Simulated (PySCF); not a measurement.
**Silicon: a sound run and one with changed settings**

Sound run: Si⁺ [Ne] 3s2 3p1, Si²⁺ [Ne] 3s2. Computed with PySCF 2.14 in def2-TZVP, with the non-relativistic Hamiltonian (point nucleus). In the sound run the correlated levels freeze [Ne]. The sound run starts from symmetry-adapted Hartree-Fock orbitals and uses a fine grid where one is needed.

Changed run: a valence shell is frozen. This setting is unsound on purpose.

Ionisation energy of Si⁺:

```csv
method,sound run (eV),changed run (eV)
UHF,15.837,15.837
MP2,16.082,15.837
SCS-MP2,16.069,15.837
CCSD,16.194,15.837
CCSD(T),16.223,15.837
CCSDT,n/a,15.837
FCI,n/a,15.837
```

Freezing a valence shell removes pair correlation that changes on ionisation.

For comparison, NIST gives 16.346 eV between the lowest levels.
